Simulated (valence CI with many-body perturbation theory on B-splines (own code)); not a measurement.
Values are calculated unless marked as measured or tabulated.
**Kr22+: input, log and results**

The program does CI of the valence electrons with many-body perturbation theory for a frozen closed Dirac-Fock core.

Command, and the settings that its task file holds:

```sh
python run_cv.py task.json out
```

```
atom Kr  Z=36  mass_number=84  rms_radius_fm=4.1884
core [Ne]
valence 3s2 3p2
avg = 1
basis = S
breit = 1
cap = 10000
capref = 1200
cscale = 1
de = 0.0
dress = 0
eps = 2e-08
extrap = 1
h = 0.27
hh = 1
l2 = 3
lcore = 3
maxit = 60
n2 = 5
natural = 1
nlev = 21
nno = [3, 3, 3, 2, 1]
nroot = 26
ns = 3
nsp = [3, 3, 2, 1, 0]
pt2 = 1
qed = 1
rpa = 1
s1 = 1
s2 = 1
s3 = 1
screen = 1
tol = 2e-05
whole = 1
```

Log. The first blocks belong to the next ion, which gives the ionisation energy. Fields: 2J, parity (1 odd), roots, reference size, generating configurations, candidates as configurations/state functions, variational space P, stored matrix elements, Davidson steps; e2 is the range of second-order energies in hartree. The first line gives the box (bohr), its intervals, the orbitals and the steps of their self-consistent field. Window is the range of levels sought, series limit the energy at which the first omitted orbital would enter, core excitation an estimate of the first excitation out of the core, left out the lowest levels not solved, and shifts from estimates the range by which levels moved from their first estimate, all in cm⁻¹.

```
rmax 3.7 intervals 58 orbitals 36 references ['3s2 3p2', '3s 3p3', '3s2 3p 3d', '3p4', '3s 3p2 3d'] scf 5 t 0.4
2J=1 par=1 roots 2 ref 37 generators 7 cand 665/960 P 695/997 nnz 0 it 0
2J=1 par=1 roots 2 ref 37 generators 13 cand 470/725 P 1165/1722 nnz 0 it 5
   second order: generators 15 cand 627/905 e2 -0.00000 -0.00000
reference levels 484, estimated 50, window 949623 1/cm; series limit 5595819, core excitation 13259602
2J=0 par=0 roots 3 ref 24 generators 13 cand 510/978 P 2221/3505 nnz 1e+06 it 4
2J=0 par=0 roots 3 ref 24 generators 17 cand 469/937 P 2690/4442 nnz 1.6e+06 it 4
   second order: generators 25 cand 3761/7668 e2 -0.00001 -0.00001
2J=2 par=0 roots 2 ref 41 generators 9 cand 327/994 P 1202/3528 nnz 1.5e+06 it 4
2J=2 par=0 roots 2 ref 41 generators 12 cand 1387/5863 P 2589/9391 nnz 8.1e+06 it 6
   second order: generators 20 cand 2971/13903 e2 -0.00003 -0.00002
2J=4 par=0 roots 3 ref 62 generators 14 cand 338/1005 P 1129/3551 nnz 1.6e+06 it 6
2J=4 par=0 roots 3 ref 62 generators 23 cand 1302/6411 P 2431/9962 nnz 9.1e+06 it 9
   second order: generators 28 cand 3604/24876 e2 -0.00015 -0.00003
2J=4 par=1 roots 8 ref 65 generators 19 cand 240/1013 P 1067/3576 nnz 1.6e+06 it 7
2J=4 par=1 roots 8 ref 65 generators 25 cand 1334/6377 P 2401/9953 nnz 9.2e+06 it 8
   second order: generators 39 cand 4856/32079 e2 -0.00019 -0.00003
2J=2 par=1 roots 7 ref 53 generators 18 cand 286/1010 P 1242/3556 nnz 1.5e+06 it 7
2J=2 par=1 roots 7 ref 53 generators 23 cand 1616/6417 P 2858/9973 nnz 8.5e+06 it 9
   second order: generators 40 cand 4857/24901 e2 -0.00006 -0.00002
2J=6 par=1 roots 4 ref 57 generators 15 cand 222/994 P 1047/3536 nnz 1.6e+06 it 5
2J=6 par=1 roots 4 ref 57 generators 22 cand 1307/6429 P 2354/9965 nnz 9.5e+06 it 8
   second order: generators 34 cand 5670/43379 e2 -0.00014 -0.00005
2J=0 par=1 roots 2 ref 20 generators 8 cand 532/924 P 2199/3432 nnz 1e+06 it 4
2J=0 par=1 roots 2 ref 20 generators 12 cand 519/920 P 2718/4352 nnz 1.5e+06 it 5
   second order: generators 19 cand 2982/6217 e2 -0.00002 -0.00001
2J=8 par=1 roots 1 ref 38 generators 5 cand 374/1642 P 1357/5241 nnz 3.3e+06 it 4
2J=8 par=1 roots 1 ref 38 generators 11 cand 777/3159 P 2134/8400 nnz 7e+06 it 5
   second order: generators 14 cand 2915/21837 e2 -0.00005 -0.00005
left out: unestimated 1386438, estimated 1171139, shifts from estimates -3 to 33
```

Question: What became of the run, and why?

Answer: It gave no result: the setting left no core shell for the response of the core. The program said: "need at least one array to concatenate".
